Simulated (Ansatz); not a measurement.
`N[SiH](N)[GeH3]` + `CN(C)[SiH3]` → `C[N](C)[GeH3]` + `N[SiH](N)[SiH3]`  (redistribution)

Isolated molecules relaxed with PBE0-D4/def2-TZVP in Ansatz; ΔE leaves out vibrations. CCSD(T)/CBS is the MP2 limit (def2-TZVPP, def2-QZVPP) plus CCSD(T) − MP2 in def2-TZVPP, frozen cores. DFT in def2-TZVPP. For Ge outer-core shells are correlated without core-valence functions, which leaves a few kJ/mol of doubt a bond. Scalar relativity is left out up to krypton. Each species was taken in one conformer, which may not be the lowest.

| species | PBE0-D4 energy (Eh) |
| --- | --- |
| `N[SiH](N)[GeH3]` | -2480.42478 |
| `CN(C)[SiH3]` | -425.64976 |
| `C[N](C)[GeH3]` | -2212.99445 |
| `N[SiH](N)[SiH3]` | -693.05658 |

(1) Work out ΔE.

Largest T1 diagnostic among the species: 0.011.

## Answers

(1) ΔE = (-2212.99445) + (-693.05658) − (-2480.42478) − (-425.64976) = 0.02351 Eh = +0.64 eV. CCSD(T)/CBS gives +0.65 eV.

From PBE to PBE0 (25 % exact exchange), in def2-TZVPP and without D4, ΔE moves by +0.03 eV.
